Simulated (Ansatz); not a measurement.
GeH4: single points at one geometry.

```yaml
crystal:
  periodic: [false, false, false]
  atoms:
    - {symbol: Ge, position_ang: [0.000013, 0.000019, -0.000029]}
    - {symbol: H, position_ang: [0.011338, -0.019100, 1.535429]}
    - {symbol: H, position_ang: [1.444099, 0.011111, -0.522284]}
    - {symbol: H, position_ang: [-0.731835, 1.257684, -0.490851]}
    - {symbol: H, position_ang: [-0.723615, -1.249714, -0.522265]}
basis:
  gaussian: {orbitals: def2-TZVP}
magnetization: {spin_polarized: true, initial_magnetization: 2}
hamiltonian: {xc: pbe0, dispersion: d4}
scf: {omitted_lower_state_checks: [starts]}
output: {orbitals: {seedname: orbitals}}
```

The file start.molden holds the orbitals of an earlier run on this structure, at another level or in another basis.

```sh
$ ansatz run in.yaml --threads 4 --pin off --events-out ev --progress --plain --max-ram 3916MiB
```

It prints (some lines left out):

```
Functional definition: PBE0
  name "PBE0"
  cite "Adamo & Barone, J. Chem. Phys. 110, 6158 (1999) doi:10.1063/1.478522"
  cite "Perdew, Burke & Ernzerhof, Phys. Rev. Lett. 77, 3865 (1996) doi:10.1103/PhysRevLett.77.3865"
  parent pbe
  parameter a = 0.25
  parameter kappa = 0.804
  parameter beta = 0.06672455060314922
  exchange = (1 - a)*pbe_x(kappa = kappa, mu = beta*pi^2/3) + a*exact_x
  correlation = pbe_c(beta = beta)
these checks for a lower state are left out or cut short: starts
577 factors; their error is unknown
mean field evaluation 1: about -56565.9993 eV, gradient 1.3e1 eV
mean field evaluation 2: about -56566.0333 eV, gradient 1.4e1 eV
mean field evaluation 4: about -56567.0642 eV, gradient 9.6e-1 eV
mean field evaluation 8: about -56567.2453 eV, gradient 2.4e-1 eV
mean field evaluation 16: about -56567.5230 eV, gradient 2.6e-3 eV
mean field -56567.52300972 eV, -2078.8181277629 hartree, gradient 2.0e-5 eV, S^2 2.002130; 0 other end points of the search recorded, 0 dependent functions left out
reference -56567.52303713 eV, -2078.8181287703 hartree; 19, 17 occupied and 53, 55 virtual orbitals, 577 factors
Total energy: -56567.55829204 eV, -2078.8194243642 hartree
Checks for a lower state left out: starts
```

Run time 0.9 s (4 threads of Intel Xeon on a shared host).

The first input with `gaussian: {orbitals: def2-TZVP, initial_orbitals: start.molden}`, `hamiltonian: {xc: pbe, dispersion: d4}` (abridged; 0.7 s):

```
Functional definition: PBE
mean field -56566.09463709 eV, -2078.7656360371 hartree, gradient 2.4e-5 eV, S^2 2.001732
Total energy: -56566.13765514 eV, -2078.7672169210 hartree
Checks for a lower state left out: starts
```

First input, but with `gaussian: {orbitals: def2-TZVP, initial_orbitals: start.molden}`, `hamiltonian: {xc: r2scan, dispersion: d4}` (abridged; 1.3 s):

```
Functional definition: r2SCAN
mean field -56574.53060483 eV, -2079.0756521332 hartree, gradient 1.7e-5 eV, S^2 2.003050
Total energy: -56574.54019599 eV, -2079.0760046020 hartree
Checks for a lower state left out: starts
```

Geometry: B3LYP-D4/def2-TZVP, that of the neutral singlet.

At PBE0-D4/def2-TZVP a singlet of charge 0 lies 8.17 eV below the triplet at the same geometry.
